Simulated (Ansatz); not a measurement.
Computed with Ansatz on PBE0-D4/def2-TZVP structures; ΔE is electronic, products minus reactants. CCSD(T)/CBS is the MP2 limit (def2-TZVPP, def2-QZVPP) plus CCSD(T) − MP2 in def2-TZVPP, frozen cores. Functionals use def2-TZVPP. def2 core potentials past Kr. For Sn outer-core shells are correlated without core-valence functions, which leaves a few kJ/mol of doubt a bond. One conformer a species, not always the lowest.

`[OH][SnH]([OH])[Cl]` + `FC[SiH3]` → `[OH][SnH2][OH]` + `FC([SiH3])Cl`  (redistribution)

`[OH][SnH]([OH])[Cl]`:

Cartesian coordinates in Å:
```
O 0.807 -1.352 -0.552
Sn 0.180 0.190 0.461
O -1.759 0.112 0.498
Cl 0.862 2.029 -0.787
H 1.314 -1.097 -1.328
H 0.739 0.258 2.053
H -2.144 -0.140 -0.346
```

`FC[SiH3]`:

```xyz
8

F     1.882   -0.411    0.188
C     0.670    0.036    0.704
Si   -0.675   -0.014   -0.630
H     0.815    1.054    1.082
H     0.406   -0.600    1.555
H    -1.941    0.474   -0.019
H    -0.859   -1.405   -1.115
H    -0.298    0.866   -1.765
```

`[OH][SnH2][OH]`:

Cartesian coordinates in Å:
```
O -0.159 0.313 -1.647
Sn -0.472 -0.272 0.199
O 1.107 0.235 1.248
H -0.041 1.262 -1.730
H -1.732 0.603 0.931
H -0.619 -1.960 0.061
H 1.917 -0.179 0.939
```

`FC([SiH3])Cl`:

Cartesian coordinates in Å:
```
F 1.523 1.114 0.383
C 0.741 0.362 -0.453
Si -0.669 -0.483 0.515
Cl 0.032 1.417 -1.700
H 1.395 -0.332 -0.986
H -0.069 -1.339 1.570
H -1.439 -1.313 -0.442
H -1.514 0.575 1.112
```

| level | ΔE (kcal/mol) |
| --- | --- |
| LDA (SPW92) | 32.1 |
| PBE-D4 | 34.6 |
| r2SCAN-D4 | 36.5 |
| PBE0 | 36.2 |
| CAM-B3LYP | 36.5 |
| MP2/def2-SVP | 37.2 |
| CCSD(T)/def2-SVP | 35.9 |
| SCS-MP2/def2-QZVPP | 37.7 |

(1) What does CCSD(T)/CBS give? (Best estimate.)

(2) What do rigid-rotor, harmonic-oscillator terms from PBE0-D4/def2-TZVP frequencies (298.15 K, 1 bar) make of the CCSD(T)/CBS value? (Estimate.)

Largest T1 diagnostic among the species: 0.014.

Results:

(1) Computed: +37.4 kcal/mol. The listed levels differ from it by -5.3, -2.8, -0.9, -1.2, -0.9, -0.2, -1.5, 0.3 kcal/mol.

(2) The calculation gave: ΔZPE = -2.0 kcal/mol, ΔH = +35.1 kcal/mol, ΔS = -15 J/(mol·K), ΔG = +36.1 kcal/mol.

From BLYP to BHLYP (50 % exact exchange), in def2-TZVPP and without D4, ΔE moves by +2.6 kcal/mol. At CCSD(T), def2-SVP lies −1.5 kcal/mol from the extrapolated value and def2-TZVPP −1.5 kcal/mol. In def2-TZVPP, CCSD(T) changes the Hartree–Fock value by −4.6 kcal/mol (the triples alone add −0.7 kcal/mol) and MP2 by −3.7 kcal/mol.
